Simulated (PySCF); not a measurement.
**How methods differ on the ionisation energy of Rb³⁵⁺**

Rb³⁵⁺ 1s2 → Rb³⁶⁺ 1s1 [1s1/2^1, M_J = 1/2], as a difference of total energies. Computed with PySCF 2.14 in an even-tempered Gaussian basis (15 s from 59 bohr⁻², ratio 2.4; 10 p from 77 bohr⁻², ratio 2.4; 3 d from 240 bohr⁻², ratio 2.6; 3 f from 360 bohr⁻², ratio 2.6), with the two-component X2C-1e Hamiltonian. Correlated levels: nothing frozen; the 32 highest virtual spinors dropped. "Screened" scales the spin-orbit matrix elements by Boettger's factors to mimic the two-electron term; Breit and QED terms are absent.

```csv
method,ionisation energy (eV),difference from reference (eV)
GHF (screened spin-orbit),18325.6,+19.7
GMP2 (screened spin-orbit),18326.9,+21.0
```

Reference: 18305.9 eV (theoretical estimate listed by NIST; NIST Atomic Spectra Database, ionization energies).

For this ion Breit and QED terms and the two-electron picture change, all absent here, outweigh the correlation shift from GHF to GMP2.
